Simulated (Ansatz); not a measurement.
ClH$_{4}$NOSSi, SMILES `N[Si](O)(S)Cl` at its PBE0-D4/def2-TZVP geometry, where that method's forces vanish. Charge 0, multiplicity 1.

```json
{"atom": "N1", "x (Å)": "1.216", "y (Å)": "-0.711", "z (Å)": "-0.274"}
{"atom": "Si2", "x (Å)": "-0.166", "y (Å)": "0.238", "z (Å)": "-0.090"}
{"atom": "O3", "x (Å)": "0.159", "y (Å)": "1.771", "z (Å)": "0.372"}
{"atom": "S4", "x (Å)": "-1.432", "y (Å)": "-0.580", "z (Å)": "1.403"}
{"atom": "Cl5", "x (Å)": "-1.089", "y (Å)": "0.298", "z (Å)": "-1.928"}
{"atom": "H6", "x (Å)": "1.700", "y (Å)": "-1.071", "z (Å)": "0.532"}
{"atom": "H7", "x (Å)": "1.808", "y (Å)": "-0.628", "z (Å)": "-1.084"}
{"atom": "H8", "x (Å)": "-0.557", "y (Å)": "2.408", "z (Å)": "0.337"}
{"atom": "H9", "x (Å)": "-1.638", "y (Å)": "-1.725", "z (Å)": "0.731"}
```

Q: For each bond, give half the difference of the two atoms' forces along it (eV/Å; positive pushes the atoms apart) under PBE-D4, r2SCAN-D4, B3LYP-D4, ωB97M-V in def2-TZVPP. (An estimate is asked.)

A: Ansatz gave: 
```json
{"bond": "N1–Si2", "length (Å)": "1.686", "PBE-D4": "0.05", "r2SCAN-D4": "-0.01", "B3LYP-D4": "0.01", "ωB97M-V": "0.03"}
{"bond": "N1–H6", "length (Å)": "1.006", "PBE-D4": "0.17", "r2SCAN-D4": "0.01", "B3LYP-D4": "-0.03", "ωB97M-V": "-0.02"}
{"bond": "N1–H7", "length (Å)": "1.007", "PBE-D4": "0.17", "r2SCAN-D4": "0.02", "B3LYP-D4": "-0.02", "ωB97M-V": "-0.03"}
{"bond": "Si2–O3", "length (Å)": "1.633", "PBE-D4": "0.31", "r2SCAN-D4": "0.04", "B3LYP-D4": "0.08", "ωB97M-V": "0.09"}
{"bond": "Si2–S4", "length (Å)": "2.121", "PBE-D4": "0.05", "r2SCAN-D4": "0.03", "B3LYP-D4": "0.09", "ωB97M-V": "-0.02"}
{"bond": "Si2–Cl5", "length (Å)": "2.058", "PBE-D4": "0.10", "r2SCAN-D4": "0.04", "B3LYP-D4": "0.15", "ωB97M-V": "0.01"}
{"bond": "O3–H8", "length (Å)": "0.959", "PBE-D4": "0.32", "r2SCAN-D4": "0.02", "B3LYP-D4": "-0.03", "ωB97M-V": "-0.06"}
{"bond": "S4–H9", "length (Å)": "1.344", "PBE-D4": "0.24", "r2SCAN-D4": "0.01", "B3LYP-D4": "-0.03", "ωB97M-V": "-0.08"}
```

B3LYP here is the variant with VWN-RPA as its local correlation; programs differ in this.
